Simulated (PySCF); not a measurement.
CH6OSeSi. Atoms are numbered in the order given.

```xyz
10

Si    -0.6818     0.2496    -0.9204
Se     1.2086     0.5161     0.3691
O     -1.9190    -0.5160    -0.1204
C     -1.8359    -1.7954     0.4672
H     -1.1773     1.6082    -1.2368
H     -0.2899    -0.5155    -2.1388
H      1.7607    -0.7941    -0.0265
H     -1.0401    -1.8380     1.2331
H     -2.7975    -2.0211     0.9527
H     -1.6363    -2.5816    -0.2855
```
Charge 0, spin multiplicity 1.

Geometry optimised at B3LYP-D3(BJ)/def2-SVP. This is a generated structure with no PubChem entry under its InChIKey; it may be hypothetical. Other conformers were not sampled.

Method: PySCF with B3LYP-D3(BJ)/def2-SVP.

Frequencies are harmonic and unscaled.

Computed normal modes with their intensities:
```
mode  ν (cm⁻¹)  IR (km/mol)  moving atoms (share of kinetic energy)
----  --------  -----------  --------------------------------------
1           79          2.8        C 37 %, H 27 %, Se 15 %, Si 13 %
2          112          0.4                                  H 97 %
3          157          0.7                   H 77 %, C 11 %, O 8 %
4          178         10.2                  H 44 %, O 33 %, C 11 %
5          278          4.9        O 54 %, H 16 %, Si 14 %, Se 10 %
6          392         33.7                 Si 65 %, Se 22 %, H 8 %
7          497         27.8                          H 88 %, Si 9 %
8          710         15.9                         H 83 %, Si 13 %
9          763         31.7         O 28 %, Si 27 %, H 26 %, C 19 %
10         782         15.1                           H 88 %, O 9 %
11         883        349.8                         H 84 %, Si 13 %
12         932        123.6                                  H 92 %
13        1152        173.9                  O 42 %, C 33 %, H 24 %
14        1177          1.2                          H 76 %, C 19 %
15        1210         84.7                  H 55 %, O 23 %, C 22 %
16        1472          4.7                                  H 93 %
17        1476          1.2                                  H 94 %
18        1478         10.7                                  H 94 %
19        2214        110.7                                  H 97 %
20        2282         92.8                                  H 96 %
21        2409         15.1                                  H 99 %
22        2988         59.3                                  H 97 %
23        3058         34.5                          H 90 %, C 10 %
24        3112         27.9                           H 91 %, C 9 %
```
